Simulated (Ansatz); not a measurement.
One elementary step

Start structure (Si2H8SO, closed shell), relaxed at PBE0-D4/def2-TZVP:

```tsv
atom	x (Å)	y (Å)	z (Å)
Si1	0.2084	0.4442	0.4755
S2	0.8378	-1.5825	0.6986
O3	-0.5695	0.7065	-0.9337
Si4	-1.5199	-0.0612	-2.0317
H5	1.3728	1.3557	0.5086
H6	-0.7033	0.6697	1.6208
H7	1.9814	0.0839	3.2926
H8	1.9954	0.7141	3.6933
H9	1.8135	-1.4916	-0.2213
H10	-0.7233	-1.0604	-2.7877
H11	-2.6501	-0.7458	-1.3529
H12	-2.0433	0.9673	-2.9623
```

The step: Si₂H₆SO ([SiH3][O][SiH2][SH]) + H₂ → Si₂H₆O ([SiH3][O][SiH3]) + H₂S; bonds formed: Si1–H8, S2–H7; bonds broken: Si1–S2, H7–H8. Computed with Ansatz 0.2.0 (basis: def2-TZVPP and def2-QZVPP); correlated methods freeze the cores. Extrapolation: Hartree–Fock as exp(−7.88 √X), correlation as X^−2.97. Energies below are by CCSD(T) at an estimated basis limit (MP2 extrapolated from triple and quadruple zeta, plus CCSD(T) − MP2 in triple zeta).

(1) What are the electronic barrier and the energy of the step, from the start structure to the end structure? (Judge from chemistry; the value comes from the calculation.)

No T1 diagnostic of these runs exceeds 0.014.

Answers

(1) The calculation gives: Barrier 239.5 kJ/mol; step energy 42.5 kJ/mol (uphill); reverse barrier, their difference, 197.0 kJ/mol. Barrier and step energy count from the start structure, the reverse barrier from the end structure.

The saddle point: One imaginary mode of 1133i cm⁻¹.
| pair | start (Å) | saddle (Å) | end (Å) |
| --- | --- | --- | --- |
| Si1–H8 | 3.69 | 1.69 | 1.49 |
| S2–H7 | 3.29 | 1.65 | 1.34 |
| Si1–S2 | 2.13 | 2.57 | 3.73 |
| H7–H8 | 0.75 | 1.00 | 3.12 |

Zero-point energy (harmonic, PBE0-D4): ZPE is 180.0 kJ/mol at the start and 185.3 kJ/mol at the saddle, so the barrier goes from 239.5 to 244.7 kJ/mol.

Labels in which every atom is bracketed show which atoms are joined, not bond orders.

For scale, one of the runs: CCSD(T)/def2-TZVPP, 269 basis functions, launched by `ansatz run in.yaml --threads 4 --pin off --events-out ev --progress --plain --max-ram 9574MiB`. The run took 3.5 min on 4 CPU threads of an Intel Xeon (shared host), with 6.3 GiB of host memory at its peak.
